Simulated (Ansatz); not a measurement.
Reaction (substitution at a C–C bond): `CC[CH2][AlH][CH3]` + `CC(C)(C)S` → `CCSC(C)(C)C` + `[CH3][AlH][CH3]`

Isolated molecules relaxed with PBE0-D4/def2-TZVP in Ansatz; ΔE leaves out vibrations. CCSD(T)/CBS adds triple-zeta CCSD(T) − MP2 to the extrapolated MP2 energy (def2 sets, frozen cores). Functionals use def2-TZVPP. HSE06 is defined as in plane-wave codes. Each species was taken in one conformer, which may not be the lowest.

(1) Is it downhill or uphill in electronic energy at CCSD(T)/CBS, and by how much? (Estimate.)

(2) What do these levels give: LDA (SPW92), revPBE-D4, HSE06-D4, BLYP, r2SCAN, r2SCANh, BHLYP, RPA@PBE/def2-TZVPP, MP2/def2-SVP, CCSD(T)/def2-SVP, SCS-MP2/def2-TZVPP, SCS-MP2/def2-QZVPP? (Estimate.)

Largest T1 diagnostic among the species: 0.009.

Answers

(1) Computed: Downhill: ΔE = -10.3 kJ/mol.

(2) Computed: LDA (SPW92) -8.7, revPBE-D4 -12.2, HSE06-D4 -9.9, BLYP -10.3, r2SCAN -10.7, r2SCANh -10.2, BHLYP -7.6, RPA@PBE/def2-TZVPP -5.3, MP2/def2-SVP 0.1, CCSD(T)/def2-SVP 3.8, SCS-MP2/def2-TZVPP -9.5, SCS-MP2/def2-QZVPP -10.9 kJ/mol.

Leaving LDA and LC-ωPBE aside and taking each functional with its dispersion term where it has one, the values, not all of them listed here, spread over 3.6 kJ/mol, from revPBE-D4 to BHLYP-D4. At CCSD(T), def2-SVP lies +14.1 kJ/mol from the extrapolated value and def2-TZVPP +2.3 kJ/mol. In def2-TZVPP, CCSD(T) changes the Hartree–Fock value by −3.4 kJ/mol (the triples alone add −1.9 kJ/mol) and MP2 by −7.4 kJ/mol.
